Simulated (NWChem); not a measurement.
Program: NWChem. System: ClCu, charge 0, spin multiplicity 1, at a geometry optimised with PBE/def2-SVP. The structure started from a generated list of species. Level: LDA (SVWN5)/def2-TZVP.

The NWChem input:

```
start mol
memory heap 200 mb stack 900 mb global 1100 mb
geometry units angstroms nocenter noautoz
  Cu     0.000000     0.000000    -0.766515
  Cl     0.000000     0.000000     1.307585
  symmetry group C2v
end
basis spherical
  * library def2-tzvp
end
dft
  xc slater vwn_5
  semidirect memsize 60000000 filesize 0
  iterations 100
end
task dft energy
```

NWChem printed:

```
             Northwest Computational Chemistry Package (NWChem) 7.3.0
             --------------------------------------------------------

                                NWChem Input Module
                                -------------------

 Scaling coordinates for geometry "geometry" by  1.889725989
 (inverse scale =  0.529177249)

 Turning off AUTOSYM since
 SYMMETRY directive was detected!

                             Geometry "geometry" -> ""
                             -------------------------

 Output coordinates in angstroms (scale by  1.889725989 to convert to a.u.)

  No.       Tag          Charge          X              Y              Z
 ---- ---------------- ---------- -------------- -------------- --------------
    1 Cu                  29.0000     0.00000000     0.00000000    -0.76651500
    2 Cl                  17.0000     0.00000000     0.00000000     1.30758500

 Effective nuclear repulsion energy (a.u.)     125.7819698939

            Nuclear Dipole moment (a.u.)
            ----------------------------
        X                 Y               Z
 ---------------- ---------------- ----------------
     0.0000000000     0.0000000000     0.0000188973

      Symmetry information
      --------------------

 Group name             C2v
 Group number             16
 Group order               4
 No. of unique centers     2

      Symmetry unique atoms

     1    2


 Summary of "ao basis" -> "" (spherical)
 ------------------------------------------------------------------------------
       Tag                 Description            Shells   Functions and Types
 ---------------- ------------------------------  ------  ---------------------
 *                         def2-tzvp                  on all atoms

                                 NWChem DFT Module
                                 -----------------

 Summary of "ao basis" -> "ao basis" (spherical)
 ------------------------------------------------------------------------------
       Tag                 Description            Shells   Functions and Types
 ---------------- ------------------------------  ------  ---------------------
[...]
              MO Center= -2.8D-15, -3.4D-17,  2.6D-01, r^2= 2.0D+00
   Bfn.  Coefficient  Atom+Function         Bfn.  Coefficient  Atom+Function
  ----- ------------  ---------------      ----- ------------  ---------------
    22      0.467522  1 Cu d  1              60      0.370444  2 Cl px
    63      0.308531  2 Cl px                27      0.264925  1 Cu d  1
    57      0.194016  2 Cl px                32      0.170584  1 Cu d  1
    51     -0.154333  2 Cl px                16      0.084355  1 Cu px
    54     -0.069008  2 Cl px                10     -0.042994  1 Cu px

 Vector   24  Occ=0.000000D+00  E=-1.505448D-01  Symmetry=a1
              MO Center= -1.9D-16,  1.1D-15, -1.1D+00, r^2= 3.2D+00
   Bfn.  Coefficient  Atom+Function         Bfn.  Coefficient  Atom+Function
  ----- ------------  ---------------      ----- ------------  ---------------
     5      0.727619  1 Cu s                  6      0.329033  1 Cu s
    18     -0.285121  1 Cu pz                62      0.229451  2 Cl pz
    50     -0.221699  2 Cl s                 65      0.215353  2 Cl pz
     4     -0.165788  1 Cu s                  3     -0.159906  1 Cu s
    21      0.153158  1 Cu d  0              12      0.129089  1 Cu pz

 Vector   25  Occ=0.000000D+00  E= 2.668289D-02  Symmetry=b2
              MO Center= -2.9D-17, -5.1D-16, -8.8D-01, r^2= 2.8D+00
   Bfn.  Coefficient  Atom+Function         Bfn.  Coefficient  Atom+Function
  ----- ------------  ---------------      ----- ------------  ---------------
    17      0.958574  1 Cu py                35     -0.253959  1 Cu d -1
    11     -0.231713  1 Cu py                61     -0.200929  2 Cl py
     8      0.083583  1 Cu py                72     -0.074691  2 Cl d -1
    14     -0.060962  1 Cu py                20      0.054950  1 Cu d -1
    52      0.053462  2 Cl py                58     -0.051660  2 Cl py

 Vector   26  Occ=0.000000D+00  E= 2.668289D-02  Symmetry=b1
              MO Center=  7.9D-16,  3.3D-17, -8.8D-01, r^2= 2.8D+00
   Bfn.  Coefficient  Atom+Function         Bfn.  Coefficient  Atom+Function
  ----- ------------  ---------------      ----- ------------  ---------------
    16      0.958574  1 Cu px                37      0.253959  1 Cu d  1
    10     -0.231713  1 Cu px                60     -0.200929  2 Cl px
     7      0.083583  1 Cu px                74      0.074691  2 Cl d  1
    13     -0.060962  1 Cu px                22     -0.054950  1 Cu d  1
    51      0.053462  2 Cl px                57     -0.051660  2 Cl px

 center of mass
 --------------
 x =   0.00000000 y =   0.00000000 z =  -0.04848675

 moments of inertia (a.u.)
 ------------------
         345.317074678522           0.000000000000           0.000000000000
           0.000000000000         345.317074678522           0.000000000000
           0.000000000000           0.000000000000           0.000000000000

     Multipole analysis of the density
     ---------------------------------

     L   x y z        total         alpha         beta         nuclear
     -   - - -        -----         -----         ----         -------
     0   0 0 0     -0.000000    -23.000000    -23.000000     46.000000

     1   1 0 0     -0.000000     -0.000000     -0.000000      0.000000
     1   0 1 0     -0.000000     -0.000000     -0.000000      0.000000
     1   0 0 1     -1.722725     -0.861372     -0.861372      0.000019

     2   2 0 0    -19.295752     -9.647876     -9.647876      0.000000
     2   1 1 0      0.000000      0.000000      0.000000      0.000000
     2   1 0 1     -0.000000     -0.000000     -0.000000      0.000000
     2   0 2 0    -19.295752     -9.647876     -9.647876      0.000000
     2   0 1 1     -0.000000     -0.000000     -0.000000      0.000000
     2   0 0 2    -17.055567    -90.849828    -90.849828    164.644089

 Task  times  cpu:        3.0s     wall:        3.0s

 Total times  cpu:        3.0s     wall:        3.0s
```
